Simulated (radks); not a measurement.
The mean radii <r> (bohr) of the occupied orbitals of an atom or ion are listed with their occupations. Method: Dirac Kohn-Sham, BLYP, spin-unpolarised, spherical densities, finite nucleus; Fermi nuclear charge, rms radius of each element as measured or else 0.836 A^(1/3) + 0.57 fm; computed with a radial shooting solver on a logarithmic mesh with Libxc functionals.

| orbital | occ. | <r> |
|---|---|---|
| 1s1/2 | 2 | 0.02507 |
| 2s1/2 | 2 | 0.1064 |
| 2p1/2 | 2 | 0.08938 |
| 2p3/2 | 4 | 0.09537 |
| 3s1/2 | 2 | 0.2705 |
| 3p1/2 | 2 | 0.2585 |
| 3p3/2 | 4 | 0.2686 |
| 3d3/2 | 4 | 0.2360 |
| 3d5/2 | 1 | 0.2392 |

Name the element and its charge. Open shells, if any, fill j = l - 1/2 first.

Answer. Z = 57, lanthanum, charge +34: La34+ in [Ar] 3d5. The 1s radius gives Z: for a bare nucleus <r> = (2 gamma + 1)/(2Z) with gamma = sqrt(1 - (Z/c)^2), 0.02473 bohr for Z = 57, and screening makes it slightly larger (0.02507 here). The occupations add up to 23, and the charge is Z minus that.
